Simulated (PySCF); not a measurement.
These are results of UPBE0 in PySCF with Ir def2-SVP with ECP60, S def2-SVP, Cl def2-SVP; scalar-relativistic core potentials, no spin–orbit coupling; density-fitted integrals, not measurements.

```xyz
3
charge 0 multiplicity 5, angstrom
Ir    0.0000    0.0000   -0.0454
S     0.0000    0.0000   -2.1969
Cl    0.0000    0.0000    2.2593
```

IrSCl (quintet), along the line from Ir1 (at 0) through S2 (at 2.151 Å). Core electrons replaced by a potential are absent, the electrostatic potential uses the reduced nuclear charge, and values within about 0.7 Å of such atoms have no physical meaning.

Problem. Tabulate the fields along this line at 0.75, 0.86, 0.97, 1.08, 1.18, 1.29, 1.40, 1.51, 1.61, 1.72, 1.83, 1.94, 2.04, 2.26, 2.37, 2.47, 2.58, 2.69, 2.80, 2.90, 3.01, 3.12, 3.23, 3.33, 3.44 Å.

Solution. 
| distance (Å) | electron density (e/Å³) | spin density (e/Å³) | electron localisation function | electrostatic potential (V) |
| --- | --- | --- | --- | --- |
| 0.75 | 2.35 | 0.334 | 0.404 | 47.1 |
| 0.86 | 1.47 | 0.153 | 0.285 | 31.4 |
| 0.97 | 1.09 | 0.0557 | 0.285 | 22.5 |
| 1.08 | 0.985 | 0.0075 | 0.421 | 18.1 |
| 1.18 | 1.03 | -0.0152 | 0.643 | 17.4 |
| 1.29 | 1.15 | -0.0255 | 0.784 | 20.5 |
| 1.40 | 1.3 | -0.0289 | 0.774 | 28.1 |
| 1.51 | 1.43 | -0.0272 | 0.494 | 42 |
| 1.61 | 1.66 | -0.0214 | 0.129 | 65.4 |
| 1.72 | 3.12 | -0.0124 | 0.118 | 105 |
| 1.83 | 12.4 | -0.00139 | 0.674 | 181 |
| 1.94 | 53.9 | 0.0183 | 0.862 | 376 |
| 2.04 | 168 | 0.0646 | 0.319 | 1190 |
| 2.26 | 169 | 0.119 | 0.324 | 1190 |
| 2.37 | 54.3 | 0.0298 | 0.864 | 375 |
| 2.47 | 12.3 | -0.000767 | 0.665 | 180 |
| 2.58 | 3.08 | 0.000836 | 0.12 | 104 |
| 2.69 | 1.57 | 0.00245 | 0.135 | 64.2 |
| 2.80 | 1.23 | 0.00174 | 0.515 | 40.3 |
| 2.90 | 0.992 | 0.000563 | 0.837 | 25.4 |
| 3.01 | 0.745 | -6.27e-05 | 0.905 | 16 |
| 3.12 | 0.529 | -1.79e-05 | 0.909 | 10.1 |
| 3.23 | 0.362 | 0.000367 | 0.893 | 6.32 |
| 3.33 | 0.245 | 0.000755 | 0.859 | 3.92 |
| 3.44 | 0.166 | 0.000975 | 0.806 | 2.39 |

On a grid of 0.11 Å the density has a local minimum along the bond near 1.08 Å from Ir, at 0.98 e/Å³, where the ELF is 0.42.

With open d or f shells other occupations or spin states may lie lower. With an element this heavy the missing spin–orbit coupling can shift these numbers.
